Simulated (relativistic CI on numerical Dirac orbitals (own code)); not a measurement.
# Crystal-field levels of Mn³⁺, 3d4

Calculated by Dirac-Coulomb-Breit CI, orbitals from a KLI potential per configuration, QED by a radiative potential, valence Slater integrals scaled by 0.85, one configuration in a parametric crystal field (own radial code).

Field parameters in Wybourne normalisation: D4h B²₀ = −7Ds, B⁴₀ = 21(Dq − Dt), B⁴₄ = 21√(5/14) Dq. The field is a parameter set, without covalency.

S and J are read from ⟨S²⟩ = S(S + 1) and ⟨J²⟩ = J(J + 1) of each level; they are not fictitious spins.

D4h, 10Dq = 11400, Ds = -1500, Dt = 680 cm⁻¹, the lowest 16 levels:

```tsv
E (cm⁻¹)	Degeneracy	Irrep	S	J
0.0	1	A1	2.00	2.85
7.1	2	E	2.00	2.88
28.0	1	B1	2.00	2.95
28.1	1	B2	2.00	2.95
2608	1	A2	2.00	2.90
2608	1	A1	2.00	2.90
2619	2	E	2.00	2.92
2623	1	B1	2.00	2.92
5972	2	E	2.00	2.43
6050	1	A2	2.00	2.73
6059	1	A1	2.00	2.88
6136	2	E	2.00	3.09
6208	1	B2	2.00	3.28
6226	1	B1	2.00	3.39
6297	2	E	2.00	3.54
11782	1	A1	1.00	4.12
```

D4h, 10Dq = 11400, Ds = -1090, Dt = 680 cm⁻¹, the lowest 10 levels:

| E (cm⁻¹) | Degeneracy | Irrep | S | J |
| --- | --- | --- | --- | --- |
| 0.0 | 1 | A1 | 2.00 | 2.84 |
| 7.4 | 2 | E | 2.00 | 2.87 |
| 29.1 | 1 | B1 | 2.00 | 2.95 |
| 29.3 | 1 | B2 | 2.00 | 2.95 |
| 972 | 1 | A2 | 2.00 | 2.91 |
| 972 | 1 | A1 | 2.00 | 2.91 |
| 984 | 2 | E | 2.00 | 2.93 |
| 988 | 1 | B1 | 2.00 | 2.94 |
| 5564 | 2 | E | 2.00 | 2.43 |
| 5641 | 1 | A2 | 2.00 | 2.71 |

D4h, 10Dq = 11400, Ds = -680, Dt = 680 cm⁻¹, the lowest 16 levels:

| E (cm⁻¹) | Degeneracy | Irrep | S | J |
| --- | --- | --- | --- | --- |
| 0.0 | 1 | A1 | 2.00 | 2.91 |
| 0.4 | 1 | A2 | 2.00 | 2.91 |
| 12.9 | 2 | E | 2.00 | 2.94 |
| 17.1 | 1 | B1 | 2.00 | 2.95 |
| 666 | 1 | A1 | 2.00 | 2.83 |
| 673 | 2 | E | 2.00 | 2.86 |
| 696 | 1 | B2 | 2.00 | 2.95 |
| 696 | 1 | B1 | 2.00 | 2.95 |
| 5822 | 2 | E | 2.00 | 2.44 |
| 5897 | 1 | A2 | 2.00 | 2.71 |
| 5908 | 1 | A1 | 2.00 | 2.88 |
| 5983 | 2 | E | 2.00 | 3.08 |
| 6056 | 1 | B2 | 2.00 | 3.28 |
| 6071 | 1 | B1 | 2.00 | 3.37 |
| 6144 | 2 | E | 2.00 | 3.53 |
| 11423 | 1 | A1 | 2.00 | 3.08 |

The free-ion ground term has S = 2. Every field shown keeps that spin.

Levels of this model without a field, named by their leading LS term: 5D_0 0, 5D_1 92, 5D_2 271, 5D_3 527, 5D_4 848, 3H_4 19837, 3H_5 20010, 3H_6 20193 cm⁻¹.
